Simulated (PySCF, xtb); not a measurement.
C₃H₇O₂, SMILES OC(C[O])C, multiplicity 2. One conformer was computed; it need not be the lowest.

Harmonic wavenumbers (cm⁻¹) from GFN2-xTB run with xtb 6.7.1 at its own minimum, in rising order: 80, 200, 239, 292, 361, 426, 519, 597, 876, 953, 984, 1052, 1100, 1130, 1191, 1203, 1237, 1290, 1316, 1353, 1393, 1480, 1487, 2540, 2646, 2844, 3026, 3033, 3054, 3551.

Task: What does PySCF with PBE-D3(BJ)/def2-SVP give at its own minimum? (An estimate is asked for; the answer gives what the named calculation found.)

Result: 119, 230, 256, 265, 364, 413, 510, 522, 833, 913, 946, 1042, 1088, 1119, 1127, 1198, 1209, 1300, 1312, 1352, 1357, 1412, 1424, 2719, 2779, 2891, 2965, 3056, 3072, 3716. Paired by order, the mean absolute difference is 42 cm⁻¹ and the zero-point energies are 59.3 and 59.3 kcal/mol.
